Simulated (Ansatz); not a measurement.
# Worked example: the enthalpy of ICl + C2H5I → I2 + C2H5Cl

Species: ICl, singlet; C2H5I (iodoethane) `CCI`, singlet; I2 (iodine), singlet; C2H5Cl (chloroethane) `CCCl`, singlet. The partners trade Cl for I: I–Cl and C–I bonds give way to I–I and C–Cl.

Shapes, held fixed at every level: PBE0-D4/def2-TZVP. Programs: Ansatz 0.2.0. The zero-point and thermal terms to 298 K, harmonic and unscaled (PBE0-D4/def2-TZVP), stand in the table.

At r2SCAN-D4/def2-TZVPP; 1 Eh = 2625.50 kJ/mol:

| species | energy (Eh) | H(298 K) − E (kJ/mol) | tabulated ΔfH (kJ/mol) |
| --- | --- | --- | --- |
| ICl | -758.000512 | 11.9 | +17.4 |
| C2H5I | -377.027791 | 185.8 | -7.1 |
| I2 | -595.664256 | 11.4 | +62.4 |
| C2H5Cl | -539.387434 | 188.1 | -111.2 |

Task: Work out the reaction enthalpy at 298 K from the calculation and from the table of heats.

Result: 
1. Electronic: (-595.664256) + (-539.387434) − [(-758.000512) + (-377.027791)] = -0.023387 Eh = -61.4 kJ/mol.
2. Zero-point and thermal: (11.4) + (188.1) − [(11.9) + (185.8)] = +1.8 kJ/mol.
3. Computed ΔH = -59.6 kJ/mol.
4. From the heats of formation (Active Thermochemical Tables): (62.4) + (-111.2) − [(17.4) + (-7.1)] = -59.1 kJ/mol.
5. Computed less tabulated: -0.5 kJ/mol. Tabulated heats carry uncertainties of their own.

For atoms past krypton def2 sets carry core potentials with scalar relativity.
